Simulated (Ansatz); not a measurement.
CuN3F3H9⁻ (relaxed from a model of fac-[CuF3(NH3)3]-, whose bonding it doesn't keep). Charge -1, multiplicity 2. Geometry B3LYP-D4/def2-SVPD; atoms count from 1.

```xyz
16

Cu   -1.464   -0.458   -0.102
F    -0.767    0.996   -1.223
F    -1.431   -1.934   -1.244
F    -2.351    0.445    1.269
N     0.293   -0.980    1.035
N     0.109    2.017    1.360
N     1.274   -0.996   -1.821
H     0.248   -1.723    1.724
H     0.548   -0.091    1.477
H     0.976   -1.203    0.305
H     0.275    2.998    1.567
H    -0.829    1.777    1.696
H     0.009    1.920    0.341
H     0.499   -1.658   -1.928
H     1.826   -1.019   -2.675
H     0.787   -0.090   -1.783
```

In the doublet geometry the species has come apart into loosely held pieces. No other spin state of charge -1 was run.

Estimate the Mulliken populations from the PBE0/def2-TZVPD orbitals of Ansatz.


```tsv
atom	charge (e)	spin (α − β)	d electrons
Cu1	0.80	0.79	9.28
F2	-0.74	0.04	–
F3	-0.69	0.07	–
F4	-0.69	0.07	–
N5	-0.52	0.04	–
N6	-0.68	0.00	–
N7	-0.68	0.00	–
H8	0.23	0.00	–
H9	0.35	0.00	–
H10	0.35	0.00	–
H11	0.16	0.00	–
H12	0.22	0.00	–
H13	0.26	0.00	–
H14	0.22	0.00	–
H15	0.16	0.00	–
H16	0.26	0.00	–
```
Mulliken values and Mayer orders depend strongly on the basis. With diffuse functions, as here, like atoms can get unlike values, and bond orders can come out too low or too high.

Where does the spin sit?

Summed by element: Cu 0.79, F 0.17, N 0.04, H -0.01, of 1 unpaired in all. Largest on single atoms: Cu1 0.79, F4 0.07, F3 0.07.

And the Mayer bond orders between bonded heavy atoms (over 0.3)?

Cu1–F2 0.39 (1.96 Å); Cu1–F3 0.45 (1.87 Å); Cu1–F4 0.45 (1.87 Å); Cu1–N5 0.46 (2.16 Å).
